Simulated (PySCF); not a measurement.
## How far are cheaper levels from CCSD(T)/CBS for CdBr?

PySCF; the state is a doublet (σ ↑). The composite is CCSD(T) extrapolated to the basis-set limit from two correlation-consistent sets, with core-valence (CV) and scalar-relativistic (SR) terms as its label shows; it has no spin–orbit coupling and nothing beyond (T). Here it is CCSD(T)/CBS(DT). It gives Re = 2.479 Å, ωe = 229 cm⁻¹ and De = 1.53 eV to Cd + Br.

```
      level         basis                           relativity  Re (Å)  ωe (cm⁻¹)  De (eV)
    UHF-MP2  x2c-TZVPPall                        spin-free X2C   2.456        236     1.55
UHF-SCS-MP2  x2c-TZVPPall                        spin-free X2C   2.476        231     1.39
        LDA  x2c-TZVPPall                        spin-free X2C   2.458        223     2.05
       TPSS  x2c-TZVPPall                        spin-free X2C   2.519        208     1.72
     r²SCAN  x2c-TZVPPall                        spin-free X2C   2.492        221     1.86
      B3LYP  x2c-TZVPPall                        spin-free X2C   2.537        202     1.43
       PBE0    cc-pVDZ-PP  scalar-relativistic core potentials   2.499        219     1.63
       PBE0  x2c-TZVPPall                        spin-free X2C   2.496        219     1.71
    ωB97M-V  x2c-TZVPPall                        spin-free X2C   2.484        228     1.63
     B2PLYP  x2c-TZVPPall                        spin-free X2C   2.505        216     1.48
```

Task: Give the difference of each row from the composite.

Result: 

```tsv
level	basis	ΔRe (pm)	Δωe (%)	ΔDe (eV)
UHF-MP2	x2c-TZVPPall	-2.3	+3.1	+0.02
UHF-SCS-MP2	x2c-TZVPPall	-0.3	+0.9	-0.14
LDA	x2c-TZVPPall	-2.1	-2.6	+0.52
TPSS	x2c-TZVPPall	+4.0	-9.2	+0.19
r²SCAN	x2c-TZVPPall	+1.3	-3.5	+0.33
B3LYP	x2c-TZVPPall	+5.8	-11.8	-0.10
PBE0	cc-pVDZ-PP	+2.0	-4.4	+0.10
PBE0	x2c-TZVPPall	+1.7	-4.4	+0.18
ωB97M-V	x2c-TZVPPall	+0.5	-0.4	+0.10
B2PLYP	x2c-TZVPPall	+2.6	-5.7	-0.05
```

Task: Which rows come closest in De?

Result: UHF-MP2 in x2c-TZVPPall (+0.02 eV), counted from the composite.

Correlated steps freeze the inner cores (13 to 23 orbitals); shallow outer-core shells are correlated. Spin–orbit coupling is left out. B2PLYP dipoles, levels and charges come from its SCF part alone. The state was picked by a PBE0 search and need not be the measured ground state.
